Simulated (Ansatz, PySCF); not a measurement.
Species: C$_{2}$H$_{2}$O, charge 0, multiplicity 1. SMILES: C1=CO1
Geometry: optimised at B3LYP-D3(BJ)/def2-TZVP (Ansatz, a quantum-chemistry and plane-wave program).

Quantity: vertical ionisation energy (to the doublet state of charge +1; each state is the SCF solution reached for its spin; the UHF <S^2> is 0.86 for the doublet (pure: 0.75); for the singlet the Hartree-Fock reference is unstable and T1 is 0.018), in eV. Valence correlation only, unless marked. Open shells are spin-unrestricted. Spin-orbit coupling is left out. Non-relativistic. CBS(X,Y): correlation extrapolated as X^-3; Hartree-Fock from the larger set. [CCSD(T)-MP2]/basis is that difference in the basis named.

| level | program | vertical ionisation energy (eV) |
|---|---|---|
| SVWN5/def2-TZVPD | Ansatz | (withheld) |
| PBE/def2-TZVPD | Ansatz | 8.81 |
| B3LYP/def2-TZVPD | Ansatz | (withheld) |
| PBE0/def2-TZVPD | Ansatz | 8.81 |
| M06-2X/def2-TZVPD | PySCF | (withheld) |
| wB97X-V/def2-TZVPD | Ansatz | (withheld) |
| B2PLYP/def2-TZVPD | Ansatz | 8.86 |
| SCS-MP2/aug-cc-pVDZ | Ansatz | 9.21 |
| CCSD/aug-cc-pVTZ | Ansatz | 8.86 |
| RI-MP2/CBS(aug-cc-pVTZ,aug-cc-pVQZ)+[CCSD(T)-MP2]/aug-cc-pVTZ | Ansatz | 9.06 |

Q: Some entries are withheld; supply them.

A: 
- SVWN5/def2-TZVPD, vertical ionisation energy (eV): 9.09
- B3LYP/def2-TZVPD, vertical ionisation energy (eV): 8.89
- M06-2X/def2-TZVPD, vertical ionisation energy (eV): 9.01
- wB97X-V/def2-TZVPD, vertical ionisation energy (eV): 8.83
